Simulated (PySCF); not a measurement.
[BrCl4]+, singlet: structure and spectrum

All numbers come from B3LYP/[Br def2-SVP, Cl def2-SVP], no relativity, density fitting, PySCF.

The structure is a minimum.

```
Point group                                                                   : C2v
Bond lengths                                                                  : Br–Cl 2.257 Å (×2), Br–Cl 2.338 Å (×2)
Bond angles                                                                   : Cl–Br–Cl 93.6° (×4), Cl–Br–Cl 107.4°, Cl–Br–Cl 167.7°
Dipole moment about the centre of mass                                        : 0.49 D
Highest occupied level                                                        : -13.91 eV
Heat capacity Cp at 298.15 K                                                  : 101.7 J/(mol K)
Principal polarisabilities                                                    : 53.6, 82.6, 124.9 bohr³
Entropy at 298.15 K and 1 bar                                                 : 392.1 J/(mol K)
Principal quadrupole moments (Buckingham, traceless) about the centre of mass : -2.82, -2.64, 5.46 D Å
Rotational symmetry number                                                    : 2
Lowest empty level                                                            : -11.78 eV
Rotational constants                                                          : 0.0504, 0.03506, 0.02766 cm⁻¹
Zero-point energy                                                             : 10.5 kJ/mol
Enthalpy at 298.15 K above 0 K                                                : 23.77 kJ/mol
```

Harmonic modes (masses in u: Br 78.918, Cl 34.969):
```json
{"symmetry": "a1", "ω (cm⁻¹)": "38", "IR (km/mol)": "0.3"}
{"symmetry": "b1", "ω (cm⁻¹)": "98", "IR (km/mol)": "0.3"}
{"symmetry": "a1", "ω (cm⁻¹)": "116", "IR (km/mol)": "0.2"}
{"symmetry": "a2", "ω (cm⁻¹)": "136", "IR (km/mol)": "0.0"}
{"symmetry": "b2", "ω (cm⁻¹)": "160", "IR (km/mol)": "0.1"}
{"symmetry": "a1", "ω (cm⁻¹)": "257", "IR (km/mol)": "5.2"}
{"symmetry": "b1", "ω (cm⁻¹)": "292", "IR (km/mol)": "32.2"}
{"symmetry": "a1", "ω (cm⁻¹)": "298", "IR (km/mol)": "6.2"}
{"symmetry": "b2", "ω (cm⁻¹)": "358", "IR (km/mol)": "105"}
```

In C2v the vibrations span 4a1 + 2b1 + a2 + 2b2. The a2 mode carries no infrared intensity, as symmetry demands.

Charges (e):
| atom | Mulliken | Löwdin | polar tensor | Mayer order to Br1 |
| --- | --- | --- | --- | --- |
| Br1 | 0.68 | 0.69 | 1.62 | – |
| Cl2,3 | -0.01 | -0.01 | -0.23 | 0.77 |
| Cl4,5 | 0.17 | 0.16 | -0.08 | 0.84 |
Other Mayer orders above 0.3: Cl–Cl 0.36.

Mulliken populations on Br1: s 7.96, p 16.05, d 10.31.

Outer orbital energies (eV). occupied: -15.75, -15.47, -15.43, -14.58, -14.26, -14.17, -14.10, -13.91; empty: -11.78, -11.18, -9.70, 2.34.

Counting electrons, bromine keeps 2 of its valence electrons outside its bonds, so the VSEPR class is AX4E1 and the expected shape is see-saw (C2v), as computed.

This need not be the most stable arrangement of these atoms.

The final relaxation and frequency run took roughly 3 core-minutes on a shared host.
